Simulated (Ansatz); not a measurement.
`[OH][GaH][OH]` + HCl → `[OH][GaH][Cl]` + H₂O at 400 K and 1 bar (ligand exchange at a Ga–O bond).

Isolated molecules relaxed with PBE0-D4/def2-TZVP in Ansatz; ΔE leaves out vibrations. CCSD(T)/CBS is the MP2 limit (def2-TZVPP, def2-QZVPP) plus CCSD(T) − MP2 in def2-TZVPP, frozen cores. This one scheme is used for every species. For Ga outer-core shells are correlated without core-valence functions, which leaves a few kJ/mol of doubt a bond. Scalar relativity is left out up to krypton. One conformer a species, not always the lowest.

```json
{"species": "`[OH][GaH][OH]`", "CCSD(T)/CBS energy (Eh)": "-2076.15156", "H − E (kJ/mol)": "112.9", "S (J/(mol·K))": "317.7"}
{"species": "HCl", "CCSD(T)/CBS energy (Eh)": "-460.38127", "H − E (kJ/mol)": "29.6", "S (J/(mol·K))": "195.4"}
{"species": "`[OH][GaH][Cl]`", "CCSD(T)/CBS energy (Eh)": "-2460.17745", "H − E (kJ/mol)": "79.5", "S (J/(mol·K))": "321.1"}
{"species": "H₂O", "CCSD(T)/CBS energy (Eh)": "-76.37941", "H − E (kJ/mol)": "69.8", "S (J/(mol·K))": "198.6"}
```

H − E and S are ideal-gas, rigid-rotor, harmonic terms from PBE0-D4/def2-TZVP, for one conformer and one mirror image of each species. 1 Eh = 2625.50 kJ/mol, R = 8.31446 J/(mol·K).

**Question.** By hand: ΔE, ΔH, ΔS and ΔG.

**Answer.** ΔE = (-2460.17745) + (-76.37941) − (-2076.15156) − (-460.38127) = -0.02403 Eh = -63.1 kJ/mol. Δ(H − E) = 79.5 + 69.8 − 112.9 − 29.6 = 6.8, so ΔH = -56.3 kJ/mol. ΔS = 321.1 + 198.6 − 317.7 − 195.4 = 6.6 J/(mol·K). ΔG = -56.3 − 400 × (6.6)/1000 = -58.9 kJ/mol.

**Question.** By hand: the equilibrium constant, and the temperature at which ΔG would vanish if ΔH and ΔS stayed fixed.

**Answer.** log₁₀ K = −ΔG/(RT ln 10) = 7.7. ΔH and −TΔS have one sign here, so there is no such temperature.

The number of gas molecules stays the same, so ΔS is small and ΔH decides. A doubt of 5 kJ/mol in ΔE shifts log₁₀ K by 0.7 here. Other conformers and mirror images would add mixing entropy, several J/(mol·K) or more a flexible species. These are equilibria of isolated gas molecules and say nothing of rates. Largest T1 diagnostic: 0.015 (customary marks: 0.02 for closed shells, 0.045 for open ones).

ΔS is within the doubt of such terms, so its sign, and with it that verdict, could turn.
